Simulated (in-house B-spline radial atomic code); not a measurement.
Results of a calculation; reference values are marked as such.
Au II (Au+) at several levels of theory

Ground configuration [Xe] 4f14 5d10. All numbers come from an all-electron radial atomic-structure program (B-spline basis), all electrons, at the radial basis limit. Mean-field, RPA, GW and linear-response runs are scalar-relativistic (one-electron X2C), no spin-orbit coupling, without Breit or QED terms, open shells spin-polarised at highest spin; the many-body runs on Dirac-Hartree-Fock orbitals are four-component, and their energies hold both.

Without the two-electron picture change, the correlation of inner shells comes somewhat too large for so heavy an element.

**Ionisation energy.** The reference is 20.203 ± 0.025 eV (NIST, measured). It runs between the lowest fine-structure levels, while the runs without spin-orbit coupling give shell averages, so part of their difference is this splitting, and a close match can be a cancellation.

```json
{"method": "minus the highest LDA VWN5 level", "value (eV)": "15.61", "minus reference (eV)": "-4.60"}
{"method": "minus the highest PBE level", "value (eV)": "15.31", "minus reference (eV)": "-4.89"}
{"method": "G0W0 on PBE", "value (eV)": "21.21", "minus reference (eV)": "+1.01"}
{"method": "minus the highest r2SCAN level", "value (eV)": "15.45", "minus reference (eV)": "-4.76"}
{"method": "minus the highest PBE0 level", "value (eV)": "16.91", "minus reference (eV)": "-3.29"}
{"method": "G0W0 on PBE0", "value (eV)": "20.84", "minus reference (eV)": "+0.64"}
{"method": "minus the highest B3LYP (VWN-RPA) level", "value (eV)": "16.67", "minus reference (eV)": "-3.53"}
{"method": "minus the highest CAM-B3LYP level", "value (eV)": "18.40", "minus reference (eV)": "-1.80"}
{"method": "minus the highest LC-wPBE level", "value (eV)": "19.62", "minus reference (eV)": "-0.59"}
{"method": "minus the highest Hartree-Fock level", "value (eV)": "20.81", "minus reference (eV)": "+0.61"}
{"method": "G0W0 on Hartree-Fock", "value (eV)": "21.06", "minus reference (eV)": "+0.86"}
{"method": "Dirac-Fock + self-energy with TDHF screening (5d5/2)", "value (eV)": "19.88", "minus reference (eV)": "-0.32"}
```

Task: Which methods come closest, and which lies farthest off?

Result: Closest: Dirac-Fock + self-energy with TDHF screening (5d5/2) (-0.32 eV) and minus the highest LC-wPBE level (-0.59 eV). Farthest: minus the highest PBE level (-4.89 eV). The TDHF-screened form was chosen among four for its agreement on 13 closed-shell atoms.

**Static dipole polarisability and C6** of two like species, by linear response (no reference value is at hand):

```json
{"method": "LDA VWN5", "α (bohr³)": "14.32", "C6 (hartree·bohr⁶)": "107.4"}
{"method": "PBE", "α (bohr³)": "14.45", "C6 (hartree·bohr⁶)": "108.4"}
{"method": "PBE0", "α (bohr³)": "13.67", "C6 (hartree·bohr⁶)": "101.9"}
{"method": "B3LYP (VWN-RPA)", "α (bohr³)": "13.94", "C6 (hartree·bohr⁶)": "104"}
{"method": "CAM-B3LYP", "α (bohr³)": "13.78", "C6 (hartree·bohr⁶)": "102.6"}
{"method": "LC-wPBE", "α (bohr³)": "13.68", "C6 (hartree·bohr⁶)": "102.1"}
{"method": "TDHF", "α (bohr³)": "12.3", "C6 (hartree·bohr⁶)": "90.28"}
{"method": "relativistic RPA (four-component TDHF)", "α (bohr³)": "12.4", "C6 (hartree·bohr⁶)": "91.07"}
```

Task: What mean excitation energy do α and C6 imply in London's formula C6 = (3/4) α² ω?

Result: LDA VWN5: ω = 0.698 hartree; relativistic RPA (four-component TDHF): ω = 0.790 hartree. A method that puts the excitations lower gives a larger α and a smaller ω.

Run times on one thread of shared hosts: mean field, RPA, SOSEX and G0W0 on PBE, 9.3 s (Arm Neoverse N1); TDDFT with PBE, 13 s (Arm Neoverse N1); removal energies by the self-energy, 310 s (Arm Neoverse V2).
